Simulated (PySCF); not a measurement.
# Sn(16+): ionisation energy

Sn(16+) [Ar] 3d10 4s2 4p4 [4p1/2^2 4p3/2^2, M_J = 2] → Sn(17+) [Ar] 3d10 4s2 4p3 [4p1/2^2 4p3/2^1, M_J = 3/2], as a difference of total energies. Computed with PySCF 2.14 in an even-tempered Gaussian basis (18 s from 0.84 bohr⁻², ratio 2.8; 14 p from 1.1 bohr⁻², ratio 2.8; 9 d from 1.9 bohr⁻², ratio 2.8; 4 f from 6.9 bohr⁻², ratio 3), with the two-component X2C-1e Hamiltonian. Correlated levels: [Ne] frozen; the 82 highest virtual spinors dropped. "Screened" scales the spin-orbit matrix elements by Boettger's factors to mimic the two-electron term; Breit and QED terms are absent.

```csv
method,ionisation energy (eV)
GHF (screened spin-orbit),436.32
GMP2 (screened spin-orbit),437.23
```

Question: How much does correlation contribute at GMP2 (screened spin-orbit)?

Answer: 437.23 − (436.32) = 0.91 eV, measured against GHF (screened spin-orbit).

Breit and QED terms and the two-electron picture change are absent.

The labels give the starting determinants; with spin-orbit coupling the two ends relaxed to ⟨J²⟩ = 6.01, ⟨L²⟩ = 2.83, ⟨S²⟩ = 1.61 and ⟨J²⟩ = 3.76, ⟨L²⟩ = 1.18, ⟨S²⟩ = 2.46.

For comparison: 437 ± 3 eV (theoretical estimate listed by NIST; NIST Atomic Spectra Database, ionization energies).
